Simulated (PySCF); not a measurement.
## Correlation energy of Ag (silver, neutral)

[Kr] 4d9 5s2, 2D determinant (an excited configuration). Computed with PySCF 2.14 in def2-QZVPPD with the def2 core potential (28 electrons) (7s5p4d4f2g, 88 functions), with a scalar-relativistic core potential. Frozen: 4s2 4p6; 11 electrons correlated.

```csv
level,correlation energy (mhartree)
CCSD,-375.82
(T),-16.32
CCSD(T),-392.14
```

Diagnostics: T1 = 0.021, D1 = 0.0715, largest double amplitude 0.053.

Cost of the coupled-cluster step: of the order of 21 core-seconds, for 11 correlated electrons.

Iterations:

```
CC2 = 0
CCSD nocc = (np.int64(6), np.int64(5)), nmo = (84, 84)
frozen orbitals [[0, 1, 2, 3], [0, 1, 2, 3]]
max_cycle = 100
direct = 0
conv_tol = 1e-08
conv_tol_normt = 1e-06
diis_space = 8
diis_start_cycle = 0
Init t2, MP2 energy = -0.398363439342043
Init E_corr(UCCSD) = -0.398363439360449
cycle = 1  E_corr(UCCSD) = -0.366334236223415  dE = 0.0320292031  norm(t1,t2) = 0.0836132
cycle = 2  E_corr(UCCSD) = -0.375125047926591  dE = -0.0087908117  norm(t1,t2) = 0.0224297
cycle = 3  E_corr(UCCSD) = -0.374867900598682  dE = 0.000257147328  norm(t1,t2) = 0.0112585
cycle = 4  E_corr(UCCSD) = -0.37582378097833  dE = -0.00095588038  norm(t1,t2) = 0.00285355
cycle = 5  E_corr(UCCSD) = -0.375828583116364  dE = -4.80213803e-06  norm(t1,t2) = 0.000418595
cycle = 6  E_corr(UCCSD) = -0.375819311822031  dE = 9.27129433e-06  norm(t1,t2) = 0.000189494
cycle = 7  E_corr(UCCSD) = -0.375821842517624  dE = -2.53069559e-06  norm(t1,t2) = 9.38868e-05
cycle = 8  E_corr(UCCSD) = -0.375823829729943  dE = -1.98721232e-06  norm(t1,t2) = 2.88772e-05
cycle = 9  E_corr(UCCSD) = -0.375822763665648  dE = 1.06606429e-06  norm(t1,t2) = 1.04881e-05
cycle = 10  E_corr(UCCSD) = -0.375822880710512  dE = -1.17044864e-07  norm(t1,t2) = 2.6279e-06
cycle = 11  E_corr(UCCSD) = -0.37582290701577  dE = -2.63052582e-08  norm(t1,t2) = 8.62619e-07
cycle = 12  E_corr(UCCSD) = -0.375822887055666  dE = 1.99601041e-08  norm(t1,t2) = 2.55556e-07
cycle = 13  E_corr(UCCSD) = -0.37582288630444  dE = 7.5122536e-10  norm(t1,t2) = 9.12218e-08
UCCSD converged
E(UCCSD) = -146.3583219634007  E_corr = -0.3758228863044405
UCCSD(T) correction = -0.0163150991961724
```
